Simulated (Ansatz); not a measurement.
Isolated molecules relaxed with PBE0-D4/def2-TZVP in Ansatz; ΔE leaves out vibrations. CCSD(T)/CBS is the MP2 limit (def2-TZVPP, def2-QZVPP) plus CCSD(T) − MP2 in def2-TZVPP, frozen cores. Functionals use def2-TZVPP. One conformer a species, not always the lowest.

Reaction (formal exchange of groups at the Si–C bond): `CO[SiH2]C[SiH3]` + `C=C=CCCl` → `C=C=C([SiH3])CCl` + `CO[SiH2]C`

`CO[SiH2]C[SiH3]`:

Z-matrix (Å, degrees):
```
C
O 1 1.408
H 1 1.097 2 111.6
H 1 1.097 2 111.6 3 121.5
H 1 1.091 2 108.3 3 -119.2
Si 2 1.645 1 122.4 3 -60.7
C 6 1.855 2 107.8 1 179.9
H 6 1.492 2 109.9 1 -59.2
H 6 1.492 2 109.9 1 59.1
Si 7 1.872 6 114.9 2 -180.0
H 7 1.095 6 108.5 2 -58.1
H 7 1.095 6 108.5 2 58.1
H 10 1.487 7 110.5 6 -60.0
H 10 1.487 7 110.7 6 180.0
H 10 1.487 7 110.5 6 59.9
```

`C=C=CCCl`:

Cartesian coordinates in Å:
```
C -1.724 -0.925 -0.824
C -0.753 -0.120 -0.518
C 0.222 0.683 -0.201
C 1.180 0.397 0.901
Cl 2.853 0.211 0.277
H -1.591 -1.707 -1.564
H -2.698 -0.839 -0.352
H 0.361 1.607 -0.756
H 1.223 1.218 1.617
H 0.927 -0.526 1.420
```

`C=C=C([SiH3])CCl`:

```xyz
13

C    -1.499   -0.189    1.952
C    -0.777   -0.102    0.875
C    -0.032   -0.023   -0.192
Si    1.832   -0.013    0.009
C    -0.655    0.045   -1.553
Cl   -0.151    1.528   -2.428
H    -1.811    0.701    2.488
H    -1.810   -1.152    2.345
H     2.427   -0.907   -1.020
H     2.159   -0.513    1.367
H     2.389    1.352   -0.166
H    -1.742    0.060   -1.500
H    -0.331   -0.787   -2.178
```

`CO[SiH2]C`:

```xyz
12

C    -0.043   -1.762    0.708
O    -0.046   -1.180   -0.572
Si   -0.525    0.370   -0.849
C     0.619    1.621   -0.074
H     0.152   -2.831    0.600
H    -1.009   -1.637    1.213
H     0.740   -1.333    1.345
H    -1.900    0.567   -0.300
H    -0.547    0.517   -2.325
H     0.639    1.526    1.015
H     0.281    2.634   -0.312
H     1.639    1.507   -0.448
```

```
          level  ΔE (kJ/mol)
        PBE0-D4         -4.1
        ωB97M-V         -3.6
         B2PLYP         -4.5
CCSD/def2-TZVPP         -2.3
  HF/def2-QZVPP          0.4
 MP2/def2-QZVPP         -8.4
  MP2/CBS(def2)         -8.5
 CCSD/CBS(def2)         -2.3
```

Problem. What does CCSD(T)/CBS give? (An estimate is asked.)

Solution. Ansatz gave: -4.0 kJ/mol. The listed levels differ from it by -0.1, 0.4, -0.5, 1.7, 4.4, -4.4, -4.5, 1.7 kJ/mol.

Largest T1 diagnostic among the species: 0.012.

In def2-TZVPP, CCSD(T) changes the Hartree–Fock value by −4.3 kJ/mol (the triples alone add −1.7 kJ/mol) and MP2 by −8.8 kJ/mol. The D4 term adds −5.0 kJ/mol with B3LYP and −2.9 kJ/mol with PBE0; it sums over pairs of atoms, weighted by their polarisabilities, and B3LYP, whose exchange is more repulsive, gets the larger term.

B3LYP here is the variant with VWN-RPA as its local correlation; programs differ in this.
